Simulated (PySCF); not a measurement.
# Working out the electron affinity of Pb

Pb⁻ [Xe] 4f14 5d10 6s2 6p3 (4S) → Pb [Xe] 4f14 5d10 6s2 6p2 (3P). All numbers are calculated (PySCF 2.14, a scalar-relativistic core potential, in aug-cc-pVDZ-PP with ECP60MDF (5s4p3d, 32 functions)). Frozen: 5s2 5p6 5d10. Energies in hartree (1 hartree = 27.21139 eV):

| part | Pb⁻ (lower) | Pb (upper) |
| --- | --- | --- |
| UHF | -191.865222 | -191.832827 |
| MP2 opposite-spin | -0.026689 | -0.023611 |
| MP2 same-spin | -0.013510 | -0.005898 |

What does Hartree-Fock give?

(-191.832827) − (-191.865222) = 0.032395 hartree = 0.882 eV.

What do MP2 and SCS-MP2 (6/5 opposite-spin, 1/3 same-spin) give?

The opposite-spin parts differ by 0.084 eV and the same-spin parts by 0.207 eV. MP2: 0.882 + (0.084) + (0.207) = 1.173 eV. SCS-MP2: 0.882 + 1.2 × (0.084) + (0.207)/3 = 1.052 eV.

Reference: 0.357 eV (measured; photodetachment measurements, as compiled on the Wikipedia data page of electron affinities), between the lowest levels; spin-orbit coupling is absent from the calculation.

A double-zeta basis recovers only part of the correlation energy.

What remains against the reference includes basis incompleteness, the frozen core and correlation beyond second order.
